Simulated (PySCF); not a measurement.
C5H4O2, SMILES C=C=C1OC=CO1.

Geometry optimised at TPSSh-D3(BJ)/def2-SVP. This is a generated structure with no PubChem entry under its InChIKey; it may be hypothetical.

Method: PySCF with PBE/def2-TZVP.

Symmetry labels are those of the subgroup C2v that the program uses (full group C2v).

Computed valence orbital energies around the gap with their symmetry:
```
orbital  symmetry  energy (eV)
-------  --------  -----------
HOMO−7         A1       -11.39
HOMO−6         B1       -10.56
HOMO−5         A1        -9.98
HOMO−4         B2        -9.31
HOMO−3         A2        -9.09
HOMO−2         B1        -7.10
HOMO−1         B2        -6.94
HOMO           B1        -4.47
LUMO           B2        -1.51
LUMO+1         A2        -0.68
LUMO+2         B1         0.21
LUMO+3         A1         1.00
```
